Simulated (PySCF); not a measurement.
Stepwise substitution at one centre (Si NH2-OCH3). All species are isolated molecules in the gas phase. One relaxed conformer stands for each flexible species; it need not be the lowest. Strings in code marks are SMILES.

The HOMO from two functionals at the same geometries (r2SCAN-D4/def2-SVP), both in PySCF: PBE-D3(BJ)/def2-TZVP and r2SCAN-D4/def2-TZVP. 

```json
[
 {"species": "1 of 4 NH2 replaced by OCH3 (`N[Si](N)(OC)N`)", "r2SCAN-D4/def2-TZVP (eV)": "-5.68"},
 {"species": "2 of 4 NH2 replaced by OCH3 (`CO[Si](N)(N)OC`)", "r2SCAN-D4/def2-TZVP (eV)": "-6.20"},
 {"species": "3 of 4 NH2 replaced by OCH3 (`O(C)[Si](N)(OC)OC`)", "r2SCAN-D4/def2-TZVP (eV)": "-6.30"},
 {"species": "4 of 4 NH2 replaced by OCH3 (`O(C)[Si](OC)(OC)OC`)", "r2SCAN-D4/def2-TZVP (eV)": "-6.82"}
]
```

What does PBE-D3(BJ)/def2-TZVP give for each?


- 1 of 4 NH2 replaced by OCH3 (`N[Si](N)(OC)N`): -5.37
- 2 of 4 NH2 replaced by OCH3 (`CO[Si](N)(N)OC`): -5.88
- 3 of 4 NH2 replaced by OCH3 (`O(C)[Si](N)(OC)OC`): -5.98
- 4 of 4 NH2 replaced by OCH3 (`O(C)[Si](OC)(OC)OC`): -6.48
Over these rows, drawn at random from the members with no instability flagged (it was tested for open shells, ions and some series alone), PBE minus r2SCAN-D4: mean +0.32 eV, from +0.31 eV to +0.34 eV.
